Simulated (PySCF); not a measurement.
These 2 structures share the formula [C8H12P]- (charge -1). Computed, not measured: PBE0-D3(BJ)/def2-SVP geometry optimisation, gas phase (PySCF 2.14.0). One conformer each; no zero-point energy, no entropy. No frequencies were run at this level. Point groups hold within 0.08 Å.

Question: Order them by energy at this level, lowest first, and give relative energies in kcal/mol.
A. `[CH3:1][c:2]1[cH:3][c:4]([CH:5]([CH3:6])[CH3:7])[cH:8][p-:9]1` (charge -1) with C3–C4–C5–C6 -113°
B. `[CH3:1][CH2:2][c:3]1[cH:4][p-:5][c:6]([CH3:7])[c:8]1[CH3:9]` (charge -1) with C1–C2–C3–C4 -99°

Answer: B (0.0), A (1.2).

Neighbours under 5.0 kcal/mol apart (CCc1c[p-]c(C)c1C and Cc1cc(C(C)C)c[p-]1) can change places with a better method, another conformer or zero-point energy.

| SMILES | E (Eh) | E rel (kcal/mol) | dipole about centre of mass (D) | point group | A, B, C (MHz) |
| --- | --- | --- | --- | --- | --- |
| CCc1c[p-]c(C)c1C | -652.63519 | 0.0 | 3.96 | C1 | 2086, 1090, 769.0 |
| Cc1cc(C(C)C)c[p-]1 | -652.63323 | 1.2 | 4.04 | near Cs | 2739, 810.2, 724.5 |

Question: How do the relative energies change in single points at PBE0/pcSseg-1 (no added dispersion term) on the same geometries?

Answer: 
```csv
SMILES,PBE0-D3(BJ)/def2-SVP (kcal/mol),PBE0/pcSseg-1 (kcal/mol),shift
CCc1c[p-]c(C)c1C,0.0,0.0,0.0
Cc1cc(C(C)C)c[p-]1,1.2,0.3,-0.9
```

Each column counts from its own lowest isomer. The order is unchanged; the largest shift is 0.9 kcal/mol.
